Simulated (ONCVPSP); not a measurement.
**Pb: excitation energies, all-electron against ONCV**

```
Element                 : Pb
Generator               : ONCVPSP 4.0.1
Type                    : optimised norm-conserving Vanderbilt (ONCV)
Functional              : LDA (Perdew-Zunger)
Relativity              : scalar-relativistic
Frozen core             : [Xe]
Valence charge          : 28
Reference configuration : 4f14 5d10 6s2 6p2
Partial waves           : 6s: rc 1.80 bohr, ncon 3, nbas 8, qcut 2.8 1/bohr, 2 projectors, debl 2.6 Ha; 6p: rc 2.85 bohr, ncon 4, nbas 9, qcut 3 1/bohr, 1 projector; 5d: rc 1.65 bohr, ncon 3, nbas 8, qcut 9.1 1/bohr, 3 projectors, debl 2.8 Ha; 4f: rc 0.70 bohr, ncon 5, nbas 10, qcut 26.3 1/bohr, 2 projectors, debl 1.8 Ha
Local potential         : polynomial inside 0.50 bohr (lpopt 5, dvloc0 6 Ha)
Core correction         : Teter function, fcfact 3, rcfact 1.75
```

In the f channel the program set the typed energies aside and used -4.897, 0.250 Ha.

Energies are relative to the spin-unpolarised reference configuration 4f14 5d10 6s2 6p2; without spin polarisation the order of configurations can differ from experiment.

```
valence configuration  charge  ΔE all-electron (eV)  error AE − PS (meV)
    4f14 5d10 6s1 6p0      +3                53.473                 -101
     4f14 5d9 6s2 6p2      +1                27.299                  -59
```

(1) What are ΔE and the potential's error for 4f14 5d10 6s2 6p0?

(2) What are ΔE and the potential's error for 4f14 5d10 6s2 6p1?

Levels in the configuration 4f14 5d10 6s2 6p1:

```json
{"level": "4f", "all-electron (eV)": "-141.039", "pseudo (eV)": "-140.944"}
{"level": "5d", "all-electron (eV)": "-29.025", "pseudo (eV)": "-29.005"}
{"level": "6s", "all-electron (eV)": "-19.592", "pseudo (eV)": "-19.593"}
{"level": "6p", "all-electron (eV)": "-10.153", "pseudo (eV)": "-10.158"}
```

Note: ghosts flagged at negative energy: s at -1453.6 eV, s at -299.1 eV, p at -1013.9 eV, p at -132.4 eV; GHOST(+) flagged for d at 321.5 eV. A true bound ghost makes a file unfit for plane-wave use.

## Answers

(1) ΔE = 20.595 eV all-electron; the error (AE − PS) is -29 meV.

(2) ΔE = 6.833 eV all-electron; the error (AE − PS) is -4.2 meV.
